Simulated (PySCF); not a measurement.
A single-point calculation

[Pb(OH)3]− (singlet). PySCF 2.14.0, RKS B3LYP, Pb def2-SVP with ECP60, O def2-SVP, H def2-SVP; non-relativistic Hamiltonian with scalar-relativistic core potentials where named; density fitting; no spin-orbit coupling. Purpose: singlet excitations, Tamm-Dancoff B3LYP.

```python
mol = gto.M(atom='''
Pb    -0.00000     0.00018    -0.24274
O      1.73741    -0.22877     1.08894
H      1.46375     0.47731     1.69994
O     -0.67126     1.61779     1.09035
H     -1.14629     1.02707     1.70039
O     -1.06610    -1.39146     1.08811
H     -0.31738    -1.50817     1.69849''',
    basis={'Pb': 'def2-SVP', 'O': 'def2-SVP', 'H': 'def2-SVP'},
    ecp={'Pb': 'def2-SVP'},
    charge=-1, spin=0)
mf = dft.RKS(mol, xc='B3LYP')
mf.grids.atom_grid = (50, 194)
mf = mf.density_fit()  # fitting sets: Pb def2-universal-JKFIT, O def2-universal-JKFIT, H def2-universal-JKFIT
mf.conv_tol = 1e-08; mf.max_cycle = 55
mf.kernel(dm0)  # dm0: converged density of the relaxed state
td = mf.TDA(); td.nstates = 8; td.kernel()
```

Run from Python with OMP_NUM_THREADS=2; the lines above give its settings. Where DIIS fails, smearing, a level shift and second-order steps follow.
It took 15 s on 2 threads of Arm Neoverse V1, on a shared host, from an already converged density.

**Question.** Where do the frontier levels lie, over both spins?

**Answer.** HOMO -1.18 eV, LUMO 4.80 eV. 

**Question.** What are the Mulliken charges and spins?

**Answer.** 
```tsv
atom	charge (e)	spin (e)
Pb1	0.448	0.000
O2	-0.588	0.000
H3	0.105	0.000
O4	-0.588	0.000
H5	0.105	0.000
O6	-0.588	0.000
H7	0.105	0.000
```

**Question.** Which singlet excitations follow (Tamm-Dancoff, 8 states)?

**Answer.** 
```tsv
state	eV	oscillator strength
1	5.17	0.0279
2	5.17	0.0279
3	5.31	0.0001
4	5.35	0.0018
5	5.49	0.0242
6	5.49	0.0242
7	5.95	0.1054
8	6.13	0.0496
```
For an anion in a basis without diffuse functions, states above the detachment energy aren't bound: they are resonances at best, or continuum confined by the basis.
Functionals without range separation put charge-transfer states too low; the basis has no diffuse functions.

The geometry was relaxed with r2SCAN (Pb def2-SVP with ECP60, O def2-SVP, H def2-SVP).
